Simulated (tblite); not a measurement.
Compound: C6H14AsB.
Bonds: C1–C2 (double), C2–C3, C3–As4, As4–B5, B5–C6, C6–C7, C6–C8. Hydrogens: H9, H10 on C1; H11 on C2; H12, H13 on C3; H14 on As4; H15 on B5; H16 on C6; H17, H18, H19 on C7; H20, H21, H22 on C8.

Computed with GFN2-xTB (tblite), gas phase: L-BFGS steps from a force-field or distance-geometry start until the largest atomic force falls under 0.01 eV/Å.

Step 161: E = -639.9899 eV
```
atom  x, y, z in Å  |  force x, y, z in eV/Å
C1      4.3486    0.9292   -0.0338   -0.003   0.027   0.008
C2      3.5446    0.0775    0.5782    0.012  -0.006  -0.006
C3      2.2543   -0.4144    0.0364   -0.030  -0.009   0.004
As4     0.7028    0.2190    1.1653    0.016   0.025  -0.040
B5     -0.7272   -0.8388    0.2622   -0.027   0.009  -0.009
C6     -2.2427   -0.3924    0.1856    0.027  -0.028  -0.031
C7     -3.0255   -1.0436   -0.9632   -0.009  -0.001  -0.004
C8     -2.4800    1.1204    0.1690    0.013   0.025   0.001
H9      4.1205    1.3240   -1.0111   -0.009  -0.001  -0.002
H10     5.2666    1.2684    0.4155    0.008  -0.003  -0.015
H11     3.8055   -0.3010    1.5609    0.006   0.004   0.008
H12     2.2252   -1.5069    0.0697    0.009  -0.016   0.023
H13     2.1172   -0.0931   -0.9981   -0.012  -0.015   0.010
H14     0.4968    1.4957    0.3958    0.012  -0.008   0.024
H15    -0.4772   -1.9367   -0.0808    0.004  -0.017   0.010
H16    -2.6766   -0.7750    1.1264    0.021  -0.007  -0.037
H17    -2.8895   -2.1226   -0.9668   -0.011   0.002   0.021
H18    -2.6782   -0.6565   -1.9201   -0.014  -0.001   0.018
H19    -4.0908   -0.8311   -0.8760    0.019   0.003  -0.021
H20    -3.5439    1.3511    0.2010    0.001   0.003  -0.002
H21    -1.9960    1.5941    1.0247   -0.015   0.000   0.019
H22    -2.0650    1.5518   -0.7421   -0.019   0.013   0.020
```

Step 162: E = -639.9903 eV
```
atom  x, y, z in Å  |  force x, y, z in eV/Å
C1      4.3484    0.9291   -0.0359   -0.008   0.024   0.014
C2      3.5451    0.0776    0.5779   -0.001  -0.013  -0.010
C3      2.2542   -0.4167    0.0383   -0.017  -0.005  -0.001
As4     0.7039    0.2194    1.1659    0.004   0.003  -0.023
B5     -0.7274   -0.8380    0.2622   -0.012   0.017  -0.005
C6     -2.2427   -0.3924    0.1853    0.039  -0.004  -0.019
C7     -3.0243   -1.0439   -0.9640   -0.009   0.004   0.007
C8     -2.4813    1.1212    0.1692    0.010  -0.008   0.010
H9      4.1206    1.3252   -1.0128   -0.017  -0.011   0.000
H10     5.2668    1.2681    0.4123    0.014   0.000  -0.008
H11     3.8060   -0.3001    1.5613    0.012   0.010  -0.005
H12     2.2268   -1.5096    0.0730    0.007   0.000   0.023
H13     2.1144   -0.0963   -0.9963   -0.003  -0.021   0.009
H14     0.5009    1.4954    0.3970    0.007   0.006   0.013
H15    -0.4767   -1.9353   -0.0818    0.005  -0.020   0.010
H16    -2.6760   -0.7746    1.1266    0.018  -0.010  -0.040
H17    -2.8879   -2.1232   -0.9689   -0.007   0.019   0.016
H18    -2.6782   -0.6527   -1.9194   -0.006  -0.012   0.005
H19    -4.0891   -0.8318   -0.8763   -0.003   0.000  -0.019
H20    -3.5454    1.3487    0.1967   -0.020   0.010   0.002
H21    -2.0031    1.5953    1.0281   -0.009  -0.007   0.008
H22    -2.0650    1.5540   -0.7400   -0.004   0.018   0.011
```

Step 163: E = -639.9907 eV
```
atom  x, y, z in Å  |  force x, y, z in eV/Å
C1      4.3461    0.9283   -0.0424   -0.016   0.013   0.019
C2      3.5450    0.0774    0.5759   -0.002  -0.008  -0.013
C3      2.2524   -0.4189    0.0413   -0.005   0.001  -0.002
As4     0.7055    0.2204    1.1708   -0.013  -0.010  -0.014
B5     -0.7280   -0.8395    0.2711    0.000   0.012  -0.016
C6     -2.2425   -0.3921    0.1864    0.033  -0.004  -0.012
C7     -3.0183   -1.0414   -0.9685    0.001   0.012   0.013
C8     -2.4826    1.1218    0.1716   -0.001  -0.007   0.009
H9      4.1155    1.3225   -1.0194   -0.019  -0.015   0.002
H10     5.2664    1.2681    0.4014    0.012   0.000  -0.004
H11     3.8082   -0.2978    1.5599    0.014   0.014  -0.015
H12     2.2261   -1.5120    0.0776    0.005   0.011   0.023
H13     2.1085   -0.0990   -0.9928    0.001  -0.028   0.004
H14     0.4998    1.4937    0.3991    0.007   0.011   0.009
H15    -0.4764   -1.9387   -0.0700   -0.005   0.002   0.019
H16    -2.6809   -0.7761    1.1251    0.021  -0.006  -0.051
H17    -2.8792   -2.1205   -0.9764   -0.006   0.026   0.009
H18    -2.6704   -0.6442   -1.9208   -0.003  -0.024   0.009
H19    -4.0836   -0.8320   -0.8837   -0.010  -0.001  -0.016
H20    -3.5484    1.3460    0.1867    0.005   0.011   0.009
H21    -2.0156    1.5949    1.0382   -0.015  -0.017  -0.018
H22    -2.0580    1.5585   -0.7327   -0.005   0.007   0.034
```

**Question.** Estimate the geometry and energy of step 164. (The exact step hangs on the optimiser's Hessian estimate; all steps are aligned on step 163, rigid shifts and turns removed.)

**Answer.** E = -639.9910 eV, largest force 0.039 eV/Å
```
atom  x, y, z in Å  |  force x, y, z in eV/Å
C1      4.3444    0.9288   -0.0444   -0.012   0.005   0.011
C2      3.5457    0.0768    0.5752   -0.005  -0.010  -0.006
C3      2.2522   -0.4219    0.0442    0.007   0.006  -0.001
As4     0.7069    0.2213    1.1725   -0.024  -0.021  -0.001
B5     -0.7280   -0.8386    0.2732    0.022   0.019  -0.026
C6     -2.2416   -0.3914    0.1854    0.026   0.017  -0.005
C7     -3.0164   -1.0403   -0.9696   -0.001   0.006   0.010
C8     -2.4843    1.1224    0.1723   -0.008  -0.018   0.012
H9      4.1122    1.3216   -1.0215   -0.023  -0.012  -0.003
H10     5.2660    1.2687    0.3964    0.009   0.001   0.002
H11     3.8115   -0.2971    1.5590    0.015   0.011  -0.011
H12     2.2270   -1.5151    0.0837    0.003   0.017   0.022
H13     2.1070   -0.1042   -0.9901    0.000  -0.031  -0.006
H14     0.5034    1.4934    0.3994    0.004   0.017   0.004
H15    -0.4752   -1.9365   -0.0706   -0.005  -0.001   0.023
H16    -2.6818   -0.7769    1.1219    0.019  -0.009  -0.026
H17    -2.8744   -2.1188   -0.9788   -0.006   0.022   0.002
H18    -2.6710   -0.6396   -1.9206    0.009  -0.025  -0.013
H19    -4.0818   -0.8337   -0.8843   -0.024  -0.001  -0.009
H20    -3.5507    1.3428    0.1827   -0.002   0.016   0.015
H21    -2.0229    1.5955    1.0416   -0.010  -0.019  -0.018
H22    -2.0584    1.5622   -0.7295    0.006   0.008   0.025
```

The energy changes by -0.0004 eV. The first-order estimate −F·Δx gives -0.0005 eV and the mean of the old and new forces, exact on a quadratic surface, -0.0004 eV. The step makes an angle of 77° with the force vector and moves no atom by more than 0.008 Å.

The cost below is that of the whole relaxation. The run took 3.4 s on an Arm Neoverse N1 with one thread (shared host).
